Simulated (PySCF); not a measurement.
Bonds (- single, = double, # triple, : aromatic): C1#C2 1.215 Å, C2-C3 1.423 Å, C3=C4 1.349 Å, C4-Si5 1.878 Å. C1 carries H6; C3 carries H7; C4 carries H8; Si5 carries H9, H10, H11. Stereochemistry as in C#C/C=C\[SiH3].

Geometry: PBE0-D3(BJ)/def2-SVP; GIAO shifts from PySCF 2.14, gas phase, non-relativistic, averaged over equivalent atoms.

At mPW1PW91/pcSseg-2 (271 basis functions, 30 s wall time on 1 thread of an Arm Neoverse V1, shared host):
| atoms | δ (ppm) |
| --- | --- |
| C4 | 149.0 |
| C3 | 142.4 |
| C1 | 97.6 |
| C2 | 86.7 |
| Si5 | -81.7 |
| H7 | 6.74 |
| H8 | 6.63 |
| H9/H10/H11 | 4.19 |
| H6 | 3.49 |

Chemical shifts δ = σref − σ; TMS for ¹³C (σref 183.53) and ²⁹Si (σref 340.01) and ¹H (σref 31.29), all at this level.

**Question.** What do these become at HF/pcSseg-2?

**Answer.** 
```
     atoms  δ at HF/pcSseg-2  change
        C4             148.5    -0.5
        C3             141.9    -0.5
        C1              98.5    +0.9
        C2              74.5   -12.2
       Si5             -72.6    +9.1
        H7              6.61   -0.13
        H8              6.52   -0.11
H9/H10/H11              4.02   -0.17
        H6              3.90   +0.41
```

δ = σ(ref) − σ, references computed at the same level: ¹³C (σref 191.47) and ²⁹Si (σref 382.96) and ¹H (σref 31.68) vs TMS.

The largest change is at C2 (alkyne carbon). Cost: 271 basis functions, 22 s wall time on 1 thread of an Arm Neoverse V2, shared host. The order of the carbon signals is the same at both levels.
